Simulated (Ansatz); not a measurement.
Cartesian coordinates in Å:
```
N -0.376 -1.089 1.237
Ta -0.097 0.568 0.225
N 0.514 0.186 -1.599
S -1.996 1.580 0.084
Cl 1.520 1.830 1.299
H 0.320 -1.813 1.356
H -1.246 -1.364 1.668
H 1.318 -0.381 -1.828
H 0.042 0.483 -2.441
```

Total charge 0; spin multiplicity 1. Ta takes the def2 core potential.

Task: List the PBE/def2-TZVPP orbital energies in eV (Ansatz 0.2.0). (Estimate.)

Result: Computed: Occupied: -2738.63, -2394.83, -380.67, -380.67, -249.21, -207.81, -189.84, -189.77, -189.76, -153.87, -153.86, -153.84, -71.25, -38.31, -38.29, -38.28, -21.17, -21.01, -19.73, -15.95, -12.58, -12.52, -10.47, -10.09, -9.15, -8.27, -8.11, -7.32, -7.18, -6.71, -6.38, -6.34. Lowest empty: -2.24, -2.04, -1.56, -0.82, -0.75, -0.72, 0.51, 1.36.
